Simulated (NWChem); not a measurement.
**Extrapolating the CCSD correlation energy of AlCl**

```
Al
Cl 1 2.1469
```
Charge 0, spin multiplicity 1.

Program: NWChem. Structure: optimised with PBE0/def2-SVP, a minimum by its harmonic frequencies.

The correlated methods keep 10 core orbitals frozen. The structure started from a generated list of species. Coupled-cluster values serve here as a point of comparison, not as the truth.

Worked example. The CCSD correlation energy is -266.75 mHa in cc-pVTZ and -288.46 mHa in cc-pVQZ. The form E(X) = E∞ + A/X³ turns the pair into an estimate of the basis-set limit.

E∞ = (4³·(-288.46) − 3³·(-266.75))/(4³ − 3³) = -304.3 mHa. The larger basis holds 95 % of that. This is a two-point estimate.
